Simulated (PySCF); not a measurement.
C₃S₂. Atoms are numbered in the order given.

```xyz
5

S      0.0000     0.0000    -2.8402
C      0.0000     0.0000    -1.2831
C      0.0000     0.0000     0.0000
C      0.0000     0.0000     1.2831
S      0.0000     0.0000     2.8402
```

The structure is a stationary point at PBE0-D3(BJ)/def2-SVP.

Method: SMD-PBE0/def2-SVP (PySCF).

Solvation free energies are E(SMD) − E(gas) at the gas-phase geometry, for 1 M in both phases. In vacuum the dipole moment is 0.00 D.

Question: Rank water, 2-propanol, N,N-dimethylformamide by solvation free energy, most negative first.

Answer: 2-propanol (-1.0 kcal/mol), N,N-dimethylformamide (-0.7 kcal/mol), water (2.1 kcal/mol)
